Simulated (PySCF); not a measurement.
ClCs (SMILES [Cl][Cs]), singlet, at a GFN2-xTB geometry (such geometries of metal compounds can be far from the true shape) (core potentials on Cs); MN15/def2-SVP run with PySCF.

Here is a job for PySCF.
```python
from pyscf import gto, scf, dft

mol = gto.Mole()
mol.atom = '''
    Cs   -0.00000000   -0.00000000   -0.68024263
    Cl    0.00000000    0.00000000    2.20078499
'''
mol.basis = 'def2-svp'
mol.ecp = {'Cs': 'def2-svp'}
mol.verbose = 5
mol.build()

mf = dft.RKS(mol)
mf.xc = 'mn15'
mf.grids.atom_grid = (99, 590)
mf.kernel()
mf.analyze()
```

Output, abridged:

```
PySCF version 2.14.0

[INPUT] verbose = 5
[INPUT] max_memory = 4000
[INPUT] num. atoms = 2
[INPUT] num. electrons = 26
[INPUT] charge = 0
[INPUT] spin (= nelec alpha-beta = 2S) = 0
[INPUT] symmetry False subgroup None
[INPUT] Mole.unit = angstrom
[INPUT] Symbol           X                Y                Z      unit          X                Y                Z       unit  Magmom
[...]
[INPUT] ---------------- BASIS SET ----------------
[INPUT] l, kappa, [nprim/nctr], expnt,             c_1 c_2 ...
[INPUT] Cs
[...]
                                4.3631538286      -0.34632569725
                                1.8048475155      0.69930637051
[...]
                                1.965666336       -0.25019961976
                                0.47689195212     0.55660850066
                                0.21529749588     0.58218553406
[...]
[INPUT] Cl
[...]
                                1571.7365221      0.014754727977
                                357.12065523      0.066679112875
                                100.25185935      0.17228924084
                                30.812727554      0.158837861
[...]
                                5.7045760975      0.60841752753
                                2.3508376809      0.54352153355
[...]
                                72.102015515      -0.063563355471
                                22.532680262      -0.24016428276
                                7.8991765444      -0.47798866557
                                2.8767268321      -0.38515850005
[...]
nuclear repulsion = 28.1025120025611
number of shells = 18
number of NR pGTOs = 71
number of NR cGTOs = 42
basis = def2-svp
ecp = {'Cs': 'def2-svp'}

******** <class 'pyscf.dft.rks.RKS'> ********
method = RKS
initial guess = minao
damping factor = 0
level_shift factor = 0
DIIS = <class 'pyscf.scf.diis.CDIIS'>
diis_start_cycle = 1
diis_space = 8
diis_damp = 0
SCF conv_tol = 1e-09
SCF conv_tol_grad = None
SCF max_cycles = 50
direct_scf = True
direct_scf_tol = 1e-13
XC library pyscf.dft.libxc version 7.1.2
    S. Lehtola, C. Steigemann, M. J. T. Oliveira, and M. A. L. Marques,  SoftwareX 7, 1–5 (2018)
XC functionals = mn15
    H. S. Yu, X. He, S. L. Li, and D. G. Truhlar,  Chem. Sci. 7, 5032–5051 (2016)
    H. S. Yu, X. He, S. L. Li, and D. G. Truhlar,  Chem. Sci. 7, 5032–5051 (2016)
radial grids:
    Treutler-Ahlrichs [JCP 102, 346 (1995); DOI:10.1063/1.469408] (M4) radial grids

becke partition: Becke, JCP 88, 2547 (1988); DOI:10.1063/1.454033
pruning grids: <function nwchem_prune>
grids dens level: 3
symmetrized grids: False
atomic radii adjust function: <function treutler_atomic_radii_adjust>
User specified grid scheme (99, 590)
small_rho_cutoff = 0
Set gradient conv threshold to 3.16228e-05
Initial guess from minao.
Density of valence part of ANO basis will be used as initial guess for Cs
atom Cs rad-grids = 99, ang-grids = [ 50  50  50  50  50  50  50  50  50  50  50  50  50  50  50  50  50  50
  50  50  50  50  50  50  50  50  50  50  50  50  86  86  86  86  86  86
  86  86  86  86  86  86  86  86  86  86 434 434 434 434 434 434 434 434
 434 434 434 590 590 590 590 590 590 590 590 590 590 590 590 590 590 590
 590 590 590 590 590 590 590 590 434 434 434 434 434 434 434 434 434 434
 434 434 434 434 434 434 434 434 434]
atom Cl rad-grids = 99, ang-grids = [ 50  50  50  50  50  50  50  50  50  50  50  50  50  50  50  50  50  50
  50  50  50  50  50  50  50  50  50  50  50  86  86  86  86  86  86  86
  86  86  86  86  86  86  86  86  86 434 434 434 434 434 434 434 434 434
 434 434 590 590 590 590 590 590 590 590 590 590 590 590 590 590 590 590
 590 590 590 590 590 590 590 434 434 434 434 434 434 434 434 434 434 434
 434 434 434 434 434 434 434 434 434]
tot_boxes 1134, boxes in each direction [ 7  7 12]
Padding 4 grids
tot grids = 59320
nelec by numeric integration = 25.43993981783039
E1 = -716.3322361837088  E2 = 211.5825396494099  Ecoul = 242.3545217099889  Exc = -30.771982060578967
init E= -476.647184531738
cond(S) = 104.28775216730172
[...]
  mo_energy =
[-1.00511130e+02 -9.37727717e+00 -7.39361437e+00 -7.39250676e+00
 -7.39250676e+00 -1.36433324e+00 -1.01423482e+00 -8.19588346e-01
 -8.16916591e-01 -8.16916591e-01 -5.15063351e-01 -5.14673492e-01
 -5.14673492e-01 -1.97786027e-01 -9.70104097e-02 -9.70104097e-02
 -9.61707600e-02 -9.43949982e-02 -9.43911469e-02 -8.54165196e-02
 -8.54165196e-02 -4.05056307e-02 -2.81137088e-02  3.23961349e-02
  3.23961349e-02  4.26990540e-02  4.26990963e-02  5.15513055e-02
  1.32761552e-01  1.32761552e-01  1.85239535e-01  2.90611633e-01
  5.38654036e-01  6.21587287e-01  6.21646863e-01  6.27895362e-01
  6.27895362e-01  6.35189290e-01  7.68972561e-01  7.68972561e-01
  9.58684371e-01  1.95173715e+01]
nelec by numeric integration = 26.00000023477663
E1 = -731.3053966584375  E2 = 223.14920745562833  Ecoul = 254.86761110015345  Exc = -31.718403644525136
cycle= 1 E= -480.053677200248  delta_E= -3.41  |g|= 0.451  |ddm|= 1.92
[...]
  mo_energy =
[-9.98390753e+01 -8.74293800e+00 -6.75500407e+00 -6.75433043e+00
 -6.75433043e+00 -1.06725835e+00 -5.65867602e-01 -5.38167323e-01
 -5.38167323e-01 -5.00859844e-01 -1.21760548e-01 -1.21115137e-01
 -1.21115137e-01 -6.67256224e-03  3.10467674e-02  3.10467674e-02
  4.80732445e-02  6.14833777e-02  7.81015306e-02  7.81015344e-02
  1.18782330e-01  1.18782330e-01  1.36637365e-01  1.98759523e-01
  1.98759561e-01  2.03474993e-01  2.03474993e-01  2.22002213e-01
  3.24606976e-01  3.24606976e-01  4.23786565e-01  5.39744355e-01
  8.87995746e-01  1.08775690e+00  1.08782170e+00  1.09532937e+00
  1.09534194e+00  1.09534194e+00  1.17408295e+00  1.17408295e+00
  1.36683111e+00  1.99515301e+01]
nelec by numeric integration = 26.000000642449173
E1 = -723.9979072337912  E2 = 215.8211758107116  Ecoul = 246.94681431166524  Exc = -31.125638500953634
cycle= 2 E= -480.074219420519  delta_E= -0.0205  |g|= 0.399  |ddm|= 1.33
[...]
  mo_energy =
[-1.00184742e+02 -9.02444156e+00 -7.04410433e+00 -7.04367357e+00
[...]
converged SCF energy = -480.117413671833
Total Energy =                        -480.117413671832992
[...]
0 Cs 5dxz        0.00000   0.00000   0.00000   0.00000   0.00289
0 Cs 5dx2-y2     0.00000   0.00000   0.00000   0.00000   0.00000
0 Cs 6dxy        0.33765   0.05099  -0.24690   0.00000   0.00000
0 Cs 6dyz        0.00000   0.00000  -0.00000  -0.00000  -0.00000
0 Cs 6dz^2      -0.00000   0.00000  -0.00000  -0.02767   0.00000
0 Cs 6dxz        0.00000   0.00000   0.00000   0.00000   0.02279
0 Cs 6dx2-y2     0.00000   0.00000   0.00000   0.00000   0.00000
1 Cl 1s         -0.00154  -0.00044  -0.00170  -0.00000  -0.00000
1 Cl 2s         -0.00796  -0.00057   0.01672  -0.00000   0.00000
1 Cl 3s         -0.17073  -0.03646  -0.02213  -0.00000  -0.00000
1 Cl 4s          0.12040   0.09239   0.84028  -0.00000   0.00000
1 Cl 2px         0.00000   0.00000   0.00000  -0.00000   0.00000
1 Cl 2py         0.00000   0.00000  -0.00000   0.00000   0.00000
1 Cl 2pz        -0.00469  -0.00042  -0.00060   0.00000   0.00000
1 Cl 3px         0.00000  -0.00000   0.00000  -0.00000  -0.00000
1 Cl 3py         0.00000   0.00000   0.00000  -0.00000   0.00000
1 Cl 3pz         0.26755   0.08619  -0.01133   0.00000   0.00000
1 Cl 4px        -0.00000   0.00000  -0.00000   0.00000  -0.00000
1 Cl 4py         0.00000   0.00000   0.00000  -0.00000  -0.00000
1 Cl 4pz         0.02563  -0.08931   0.24462  -0.00000  -0.00000
1 Cl 3dxy       -0.00000  -0.00000  -0.00000   0.00000   0.99974
1 Cl 3dyz        0.00000   0.00000   0.00000  -0.00000  -0.00000
1 Cl 3dz^2       0.05647   0.16787  -0.20030  -0.00000  -0.00000
1 Cl 3dxz        0.00000  -0.00000   0.00000   0.00000  -0.00000
1 Cl 3dx2-y2     0.00000   0.00000   0.00000   0.99950  -0.00000
               #36       #37       #38       #39       #40
0 Cs 5s          0.00000   0.00000   0.01118   0.00000  -0.00000
0 Cs 6s          0.00000   0.00000  -0.00142  -0.00000   0.00000
0 Cs 7s          0.00000  -0.00000  -0.07837  -0.00000   0.00000
0 Cs 8s          0.00000   0.00000   0.05285   0.00000  -0.00000
0 Cs 9s         -0.00000  -0.00000  -0.03517  -0.00000   0.00000
0 Cs 5px        -0.03217   0.00365  -0.00000  -0.00294  -0.01000
0 Cs 5py        -0.00365  -0.03217   0.00000  -0.01000   0.00294
0 Cs 5pz         0.00000   0.00000   0.05564  -0.00000   0.00000
0 Cs 6px         0.01977  -0.00224   0.00000   0.01898   0.06449
0 Cs 6py         0.00221   0.01947  -0.00000   0.06818  -0.02006
0 Cs 6pz        -0.00000  -0.00000  -0.03165  -0.00000   0.00000
0 Cs 7px        -0.02237   0.00254  -0.00000   0.01555   0.05285
0 Cs 7py        -0.00257  -0.02270  -0.00000   0.05670  -0.01668
0 Cs 7pz        -0.00000   0.00000   0.00859  -0.00000   0.00000
0 Cs 5dxy        0.00000  -0.00000  -0.04527  -0.00000  -0.00000
0 Cs 5dyz       -0.06404   0.00726   0.00000   0.02818   0.09576
0 Cs 5dz^2      -0.00000  -0.00000  -0.00000   0.00000   0.00000
0 Cs 5dxz       -0.00000   0.00000  -0.00000   0.00000   0.00000
0 Cs 5dx2-y2    -0.00914  -0.08062   0.00000  -0.02028   0.00597
0 Cs 6dxy       -0.00000  -0.00000  -0.07452  -0.00000   0.00000
0 Cs 6dyz       -0.04123   0.00467  -0.00000  -0.04596  -0.15619
0 Cs 6dz^2       0.00000  -0.00000  -0.00000  -0.00000   0.00000
0 Cs 6dxz        0.00000   0.00000   0.00000  -0.00000   0.00000
0 Cs 6dx2-y2    -0.00088  -0.00779   0.00000  -0.08548   0.02515
1 Cl 1s         -0.00000   0.00000   0.00003  -0.00000   0.00000
1 Cl 2s          0.00000   0.00000   0.00204  -0.00000  -0.00000
1 Cl 3s         -0.00000   0.00000   0.00994  -0.00000   0.00000
1 Cl 4s          0.00000   0.00000   0.06296  -0.00000  -0.00000
1 Cl 2px        -0.00077   0.00009   0.00000   0.00137   0.00466
1 Cl 2py        -0.00009  -0.00077  -0.00000   0.00466  -0.00137
1 Cl 2pz        -0.00000  -0.00000  -0.00177  -0.00000   0.00000
1 Cl 3px         0.00422  -0.00048  -0.00000   0.00045   0.00152
1 Cl 3py         0.00048   0.00422  -0.00000   0.00152  -0.00045
1 Cl 3pz         0.00000  -0.00000  -0.01746   0.00000  -0.00000
1 Cl 4px         0.16056  -0.01820  -0.00000  -0.27234  -0.92561
1 Cl 4py         0.01828   0.16123   0.00000  -0.93884   0.27623
1 Cl 4pz         0.00000   0.00000   0.43710   0.00000  -0.00000
1 Cl 3dxy        0.00000   0.00000   0.00000   0.00000  -0.00000
1 Cl 3dyz        0.11066   0.97612  -0.00000   0.15234  -0.04482
1 Cl 3dz^2       0.00000   0.00000   0.88459   0.00000  -0.00000
1 Cl 3dxz        0.97662  -0.11071  -0.00000   0.04456   0.15144
1 Cl 3dx2-y2    -0.00000   0.00000   0.00000   0.00000   0.00000
               #41       #42
0 Cs 5s         -0.01474   0.26459
0 Cs 6s          0.01928  -0.05602
0 Cs 7s          0.16784  -0.06546
0 Cs 8s         -0.02519   0.53281
0 Cs 9s          0.04763   0.79875
0 Cs 5px         0.00000  -0.00000
0 Cs 5py        -0.00000   0.00000
0 Cs 5pz         0.01663  -0.00010
0 Cs 6px         0.00000  -0.00000
0 Cs 6py         0.00000  -0.00000
0 Cs 6pz         0.07506  -0.00049
0 Cs 7px         0.00000  -0.00000
0 Cs 7py         0.00000  -0.00000
0 Cs 7pz         0.09006   0.00045
0 Cs 5dxy       -0.00317  -0.00288
0 Cs 5dyz        0.00000  -0.00000
0 Cs 5dz^2      -0.00000   0.00000
0 Cs 5dxz       -0.00000   0.00000
0 Cs 5dx2-y2    -0.00000   0.00000
0 Cs 6dxy        0.16714  -0.00142
0 Cs 6dyz       -0.00000   0.00000
0 Cs 6dz^2      -0.00000   0.00000
0 Cs 6dxz       -0.00000   0.00000
0 Cs 6dx2-y2    -0.00000   0.00000
1 Cl 1s          0.00075   0.00005
1 Cl 2s         -0.00422   0.00028
1 Cl 3s          0.01356   0.00388
1 Cl 4s         -0.24236   0.01043
1 Cl 2px        -0.00000  -0.00000
1 Cl 2py         0.00000   0.00000
1 Cl 2pz        -0.00440   0.00002
1 Cl 3px         0.00000  -0.00000
1 Cl 3py        -0.00000  -0.00000
1 Cl 3pz        -0.00413  -0.02041
1 Cl 4px        -0.00000  -0.00000
1 Cl 4py        -0.00000   0.00000
1 Cl 4pz         0.85392  -0.00968
1 Cl 3dxy        0.00000  -0.00000
1 Cl 3dyz        0.00000  -0.00000
1 Cl 3dz^2      -0.37176  -0.00599
1 Cl 3dxz       -0.00000   0.00000
1 Cl 3dx2-y2     0.00000  -0.00000
Dipole moment(X, Y, Z, Debye):  0.00000,  0.00000, -9.74553
```
